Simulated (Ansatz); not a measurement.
```yaml
crystal:
  periodic: [false, false, false]
  atoms:
    - {symbol: Hg, position_ang: [-1.709964, 0.563986, 1.279699]}
    - {symbol: Hg, position_ang: [1.620866, 1.609396, -0.604697]}
    - {symbol: Hg, position_ang: [-0.079861, -1.936987, -1.253974]}
    - {symbol: Te, position_ang: [-0.722652, 0.597038, -1.739408]}
    - {symbol: Br, position_ang: [3.703582, 2.238332, 0.240660]}
    - {symbol: Br, position_ang: [-2.733659, -1.664902, 1.248437]}
    - {symbol: Br, position_ang: [-0.500684, 2.873154, 1.884320]}
    - {symbol: Br, position_ang: [0.727219, -4.353302, -1.017719]}
basis:
  gaussian: {orbitals: def2-mTZVPP}
hamiltonian: {xc: {name: PBE0-DH}}
scf: {omitted_lower_state_checks: [starts]}
output: {forces: true}
```

```sh
$ ansatz run in.yaml --threads 6 --pin off --events-out ev --progress --plain --max-ram 7833MiB
```

Output, abridged:

```
Functional definition: PBE0-DH
2907 factors; integrals over basis functions are off by at most 2.1e-4 eV
mean field evaluation 1: about -299949.5291 eV, gradient 3.6e1 eV
mean field evaluation 2: about -299949.9464 eV, gradient 3.6e1 eV
mean field evaluation 4: about -299954.1407 eV, gradient 3.4e0 eV
mean field evaluation 8: about -299954.1680 eV, gradient 5.6e-1 eV
mean field evaluation 16: about -299954.1706 eV, gradient 5.1e-4 eV
mean field -299954.17058186 eV, -11023.1124526441 hartree, gradient 5.3e-6 eV, S^2 0.000000; 0 other end points of the search recorded, 0 dependent functions left out
40 core orbitals not correlated, not the lowest: weight in the atoms' cores, before any rotation towards them, 1.000 or more for the frozen orbitals, at most 0.000 for the correlated occupied ones
reference -299954.17061229 eV, -11023.1124537624 hartree; 72, 72 occupied and 176, 176 virtual orbitals, 2907 factors
second order -52.65793948 eV of doubles, -0.00000000 eV of singles
Total energy: -299960.75285472 eV, -11023.3543467103 hartree
Atom 0 at    -1.709964     0.563986     1.279699 Å, force     0.763060     1.315264     0.079612 eV/Å
Atom 1 at     1.620866     1.609396    -0.604697 Å, force    -2.164279    -0.823185    -0.821104 eV/Å
Atom 2 at    -0.079861    -1.936987    -1.253974 Å, force     0.420991    -1.024424     0.045495 eV/Å
Atom 3 at    -0.722652     0.597038    -1.739408 Å, force     0.825148     0.252214     0.585887 eV/Å
Atom 4 at     3.703582     2.238332     0.240660 Å, force     1.274057     0.431784     0.488959 eV/Å
Atom 5 at    -2.733659    -1.664902     1.248437 Å, force     0.001423     0.027431     0.087414 eV/Å
Atom 6 at    -0.500684     2.873154     1.884320 Å, force    -0.680744    -1.402132    -0.371634 eV/Å
Atom 7 at     0.727219    -4.353302    -1.017719 Å, force    -0.439656     1.223047    -0.094628 eV/Å
Dipole moment:    -0.310980     0.352698    -0.555520 e Å
Checks for a lower state left out: starts
```

Run time 58 s (6 threads of Intel Xeon on a shared host), peak host memory 2.5 GiB.

In the def2 sets Hg, Te take a core potential; there is no spin–orbit coupling. Correlated methods freeze 40 core orbitals; core or outer-core shells of Hg, Te, Br are correlated, in sets that lack core-valence functions.
